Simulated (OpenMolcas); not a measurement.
**Pt6+: moving or changing the point charges**

Pt6+ among 6 point charges of -1.7 e arranged as a trigonal antiprism (D3d), 1.79 Å from the ion, with a polar angle of 60.2° against the regular 54.74°.
```
   0.0000    1.5534    0.8893  -1.70
  -1.3453   -0.7767    0.8893  -1.70
   1.3453   -0.7767    0.8893  -1.70
   0.0000   -1.5534   -0.8893  -1.70
   1.3453    0.7767   -0.8893  -1.70
  -1.3453    0.7767   -0.8893  -1.70
```

```
Program             : OpenMolcas
Method              : SS-CASPT2, IPEA 0.25 Eh, imaginary shift 0.1 Eh (closed shells correlated: 5s 5p)
Basis               : ANO-RCC-VTZP [8s7p5d3f1g]
Scalar Hamiltonian  : DKH2, point nucleus
Active space        : 4 electrons in 5 orbitals (5d)
State averaging     : 2S+1 = 5 even, 5 roots; 2S+1 = 3 even, 45 roots; 2S+1 = 1 even, 50 roots
Spin-orbit coupling : RASSI with atomic mean-field integrals over the reference wave functions
```

Runs around this geometry, states (labels of D3, the rotations of D3d). Energies in cm-1 above the lowest state or level, χT in cm3 K/mol.

```json
{"R (Å)": "1.79", "q (e)": "-1.1", "Polar angle / regular": "1.1", "Ground state": "5E", "First state of that spin": "5E 6340", "First gap with spin-orbit (degeneracies)": "6290 (1, 1)", "χT at 300 K": "0.037", "First state of another spin": "3A2 15920"}
{"R (Å)": "1.65", "q (e)": "-1.7", "Polar angle / regular": "1.1", "Ground state": "5E", "First state of that spin": "5E 13930", "First gap with spin-orbit (degeneracies)": "6220 (1, 1)", "χT at 300 K": "0.054", "First state of another spin": "3A2 7750"}
{"R (Å)": "1.79", "q (e)": "-1.7", "Polar angle / regular": "1.1", "Ground state": "5E", "First state of that spin": "5E 9720", "First gap with spin-orbit (degeneracies)": "5960 (1, 1)", "χT at 300 K": "0.044", "First state of another spin": "3A2 12480"}
{"R (Å)": "1.87", "q (e)": "-1.7", "Polar angle / regular": "1.1", "Ground state": "5E", "First state of that spin": "5E 8040", "First gap with spin-orbit (degeneracies)": "5970 (1, 1)", "χT at 300 K": "0.041", "First state of another spin": "3A2 14300"}
{"R (Å)": "1.79", "q (e)": "-1.7", "Polar angle / regular": "1.19", "Ground state": "5E", "First state of that spin": "5E 13040", "First gap with spin-orbit (degeneracies)": "4710 (1, 1)", "χT at 300 K": "0.056", "First state of another spin": "3A2 12100"}
```

Taking the first state of the same spin as R^-n, n = -ln(8040 / 13930) / ln(1.87 / 1.65) = 4.4 between the shortest and longest distance.

Scaling the charges by -1.1 / -1.7 = 0.65 scales the first state of the same spin by 6340 / 9720 = 0.65; with fixed orbitals a first-order splitting would follow the charge.

Roots that are degenerate in the reference are averaged as groups; the widest CASPT2 spread within a group is 130 cm-1 (the 2-fold group of multiplicity 1 near 33700 cm-1 above the lowest state of its run, R = 1.65, q = -1.7, ratio = 1.1). Shifts and gaps below about the spread of the groups concerned are not significant. Point charges give a weaker field than real ligands, and real ions of this kind are as a rule low spin; the high spin found here belongs to the model. Free-ion shares, where given, are those of the reference states; single-state CASPT2 does not remix them. Spin-orbit coupling mixes the spin-free states strongly: the lowest level takes only 34 % from its leading state, 5E (figures for R = 1.79, q = -1.1, ratio = 1.1; the like holds for R = 1.65, q = -1.7, ratio = 1.1, R = 1.79, q = -1.7, ratio = 1.1, R = 1.87, q = -1.7, ratio = 1.1, R = 1.79, q = -1.7, ratio = 1.19). This shell can be high or low spin here, a state of another spin lies low, and with metal d orbitals alone active their balance is uncertain, so the ground spin may be wrong (holds for R = 1.65, q = -1.7, ratio = 1.1; R = 1.79, q = -1.7, ratio = 1.1; R = 1.87, q = -1.7, ratio = 1.1; R = 1.79, q = -1.7, ratio = 1.19). This is an electrostatic model: the charges have no orbitals. No measured value stands beside these numbers.
